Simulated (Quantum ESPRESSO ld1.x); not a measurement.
Q: Pb56+, 26 electrons, occupied as [Ar] 3d8. All-electron calculation, Dirac Kohn-Sham, Wu-Cohen GGA, spin-unpolarised, spherical densities, point nucleus; open shells are shared between the two j in proportion to 2j + 1. Program: ld1.x of Quantum ESPRESSO 7.5. Some entries of the table are withheld. Estimate them.

orbital  occ.  eigenvalue (hartree)  r(max) (bohr)
1s1/2       2              -3361.78            (1)
2s1/2       2              -703.434          0.057
2p1/2       2                   (2)          0.043
2p3/2       4                   (3)          0.050
3s1/2       2              -254.995          0.159
3p1/2       2                   (4)            (5)
3p3/2       4                   (6)            (7)
3d3/2     3.2              -211.487          0.125
3d5/2     4.8              -207.228          0.129

A: 
(1) 1s1/2 r(max) (bohr): 0.0098
(2) 2p1/2 eigenvalue (hartree): -681.329
(3) 2p3/2 eigenvalue (hartree): -600.232
(4) 3p1/2 eigenvalue (hartree): -245.551
(5) 3p1/2 r(max) (bohr): 0.148
(6) 3p3/2 eigenvalue (hartree): -226.114
(7) 3p3/2 r(max) (bohr): 0.162
